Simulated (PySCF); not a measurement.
## [Tm(H2O)3]3+ at several levels of theory

Computed with PySCF 2.14.0 (density fitting, no spin-orbit coupling) at the geometry relaxed with PBE0:

```xyz
10
[Tm(H2O)3]3+ (singlet in the valence; each metal's 4f electrons, 12 of them, lie in its core potential, out of spins and levels)
Tm    0.0000    0.0000    0.0000
O     2.2090    0.0000    0.0000
H     2.8262    0.7308    0.2533
H     2.8262   -0.7307   -0.2533
O    -1.1045    1.9130    0.0000
H    -2.0459    2.0822    0.2533
H    -0.7803    2.8129   -0.2533
O    -1.1045   -1.9130    0.0000
H    -0.7802   -2.8129    0.2533
H    -2.0459   -2.0822   -0.2533
```

```tsv
level	basis	state	HOMO (eV)	gap (eV)	charge on Tm1 (e)	population of f-type functions on Tm1 (polarisation alone where 4f lies in the core)	dipole about the centre of mass (D)	largest force component (eV/Å)
PBE0	Tm lcecp-1-SVP with ECP58, O def2-SVP, H def2-SVP	singlet	-25.57	8.30	1.94	0.04	0.00	0.01
PBE0	Tm lcecp-1-TZVP with ECP58, O def2-TZVP, H def2-TZVP	singlet	-25.55	8.36	2.20	0.05	0.00	0.31
```

In the lcecp rows the 4f levels are missing from HOMO and gap, and the state counts the valence alone.

Charges are Mulliken's, which hang on the basis. The relaxation used the grid (50, 194), these runs (75, 302) or, all-electron (x2c bases, spin-free X2C Hamiltonian), (99, 590).

**Question.** A further run in the first row's basis gives HOMO (eV) -23.59, gap (eV) 5.36, charge on Tm1 (e) 1.78, population of f-type functions on Tm1 (polarisation alone where 4f lies in the core) 0.04, dipole about the centre of mass (D) 0.00, largest force component (eV/Å) 0.55. Which level was it?
A. BLYP
B. r2SCAN

**Answer.** A. The others give HOMO -24.14 eV (r2SCAN).

In the first row's basis the gap widens with exact exchange: 5.4 to 6.6 eV for BLYP, r2SCAN (none); 8.3 eV for PBE0 (a fixed share).

A frequency check found unstable modes (1, the lowest at -20 cm⁻¹), so the relaxed geometry is a saddle point, or these are noise. An lcecp potential fixes the number of 4f electrons, so in runs with it no electron can move into or out of that shell.
